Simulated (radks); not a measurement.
Spherical quantum dot in the effective-mass picture: electrons in a parabolic well V = omega^2 r^2 / 2 with omega = 3.09, with a point charge +1 (a donor) at the centre, all in effective atomic units (hartree* = m*/eps^2 hartree, bohr* = eps/m* bohr), one dielectric constant everywhere. Method: non-relativistic Kohn-Sham, LDA (Slater exchange, Perdew-Wang correlation), spin-polarised, spherical densities; computed with a radial shooting solver with Libxc functionals. Levels are named by radial order and angular momentum (1s, 1p, 1d, 2s, ...), and open shells are averaged over m.

N = 37, configuration 1s2 1p6 1d10 2s2 1f14 2p(up 3, down 0). This is the lowest configuration that the search found. Occupied and some empty levels:

| level | occupation | eigenvalue (hartree*) | <r> (bohr*) |
|---|---|---|---|
| 1s up | 1 | 31.721 | 0.8016 |
| 1s down | 1 | 31.816 | 0.8119 |
| 1p up | 3 | 33.651 | 1.128 |
| 1p down | 3 | 33.702 | 1.134 |
| 2s up | 1 | 35.211 | 1.169 |
| 2s down | 1 | 35.279 | 1.161 |
| 1d up | 5 | 35.438 | 1.326 |
| 1d down | 5 | 35.473 | 1.327 |
| 1f up | 7 | 37.302 | 1.474 |
| 1f down | 7 | 37.335 | 1.473 |
| 2p up | 3 | 37.516 | 1.313 |
| 2p down | 0 | 37.598 | 1.314 |
| 1g up | 0 | 39.271 | 1.596 |
| 1g down | 0 | 39.308 | 1.594 |
| 3s up | 0 | 39.499 | 1.362 |
| 3s down | 0 | 39.556 | 1.363 |
| 2d up | 0 | 39.716 | 1.450 |
| 2d down | 0 | 39.779 | 1.454 |

Energy (hartree*): total 869.500, kinetic 133.76, external 301.62, Hartree 466.29, exchange-correlation -32.159.

Electron density:

| r (bohr*) | n(r) (e/bohr*^3) |
|---|---|
| 0.124 | 3.595 |
| 0.332 | 2.626 |
| 0.540 | 2.115 |
| 0.747 | 1.874 |
| 0.955 | 1.834 |
| 1.16 | 1.802 |
| 1.37 | 1.534 |
| 1.58 | 1.024 |
| 1.78 | 0.5100 |
| 1.99 | 0.1835 |
| 2.20 | 0.04724 |
| 2.41 | 0.008773 |
| 2.62 | 0.001158 |
